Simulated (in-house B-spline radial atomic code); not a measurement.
Radial electron density of neutral krypton, [Ar] 3d10 4s2 4p6. Computed with an all-electron radial atomic-structure program (B-spline basis): non-relativistic TPSS, spin-polarised, spherical fractional occupations, point nucleus.

Columns: r (bohr), 4πr²n(r) (electrons per bohr), bar.

```
 0.00185    1.214 #
 0.00226     1.76 #
 0.00276    2.532 ##
 0.00337    3.612 ###
 0.00412    5.116 ####
 0.00503    7.142 ######
 0.00615    9.851 ########
 0.00751    13.32 ###########
 0.00917    17.63 ###############
  0.0112    22.75 ###################
  0.0137    28.48 ########################
  0.0167     34.2 #############################
  0.0204    39.34 #################################
   0.025    42.97 ####################################
  0.0305    44.17 #####################################
  0.0373    42.82 ####################################
  0.0456    39.75 #################################
  0.0557    37.03 ###############################
   0.068    37.08 ###############################
  0.0831    41.19 ##################################
   0.101    47.68 ########################################
   0.124    52.72 ############################################
   0.152    51.29 ###########################################
   0.185    43.41 ####################################
   0.226    33.94 ############################
   0.276    29.87 #########################
   0.338    32.85 ###########################
   0.412    36.88 ###############################
   0.504    34.88 #############################
   0.616    25.99 ######################
   0.752     15.6 #############
   0.919    8.668 #######
    1.12    6.191 #####
    1.37    5.766 #####
    1.68    5.075 ####
    2.05    3.676 ###
     2.5     2.12 ##
    3.06   0.9293 #
    3.73   0.3231 
    4.56  0.08581 
    5.58  0.01639 
    6.81 0.002144
```

On this grid the curve has 3 maxima, near 0.0305, 0.124, 0.412 bohr.

The 4p up radial function P(r) = rR(r), positive near the nucleus:

```
r (bohr)         P
 0.00276  0.001075
 0.00412  0.002337
 0.00615  0.005021
 0.00917   0.01057
  0.0137   0.02175
  0.0204   0.04273
  0.0305   0.07951
  0.0456    0.1347
   0.068    0.1962
   0.101    0.2218
   0.152    0.1349
   0.226  -0.09354
   0.338   -0.3322
   0.504    -0.287
   0.752    0.1357
    1.12    0.6252
    1.68    0.7755
     2.5    0.5432
    3.73    0.2242
    5.58    0.0519
```
